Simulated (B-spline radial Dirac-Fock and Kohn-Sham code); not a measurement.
## Cd⁵⁺: non-radiative channels of the 3s vacancy

System: the Cd⁵⁺ ion, configuration [Kr] 4d7.

These are calculated numbers from a radial B-spline solver; the model is one-electron (LDA, Dirac) transition rates at Dirac-Fock energies. Kinetic energies are configuration averages from the vacuum level; the two-hole energies are estimated from single-hole states.

```csv
transition,kinetic energy (eV),width (meV),share (%)
M1-M2N4,7.61,626,12.5
M1-M2N5,8.51,852,17.0
M1-M3N4,42.34,593,11.9
M1-M3N5,43.35,890,17.8
M1-M4N1,–,421,8.4
M1-M5N1,144.5,619,12.4
M1-M4N2,–,80.5,1.6
M1-M4N3,–,65.9,1.3
M1-M5N3,193.2,163,3.3
M1-M4N4,–,67.3,1.3
M1-M4N5,–,82.0,1.6
M1-M5N4,258.2,85.6,1.7
M1-M5N5,259.3,137,2.7
M1-N1N3,491.3,75.8,1.5
M1-N1N4,553.7,50.2,1.0
M1-N1N5,554.6,73.7,1.5
```

A dash stands for an energy that rests on an unreliable hole state.

Coster-Kronig rates are the weakest part of this model and often come out 1.5 to 2.5 times too large. Channels within a few eV of threshold rest on estimated energies and may be closed in reality. The listed channels hold 98 % of the non-radiative rate. Summed by principal shells, of 5.00 eV in all: MMN 94.1 %, MNN 5.9 %.
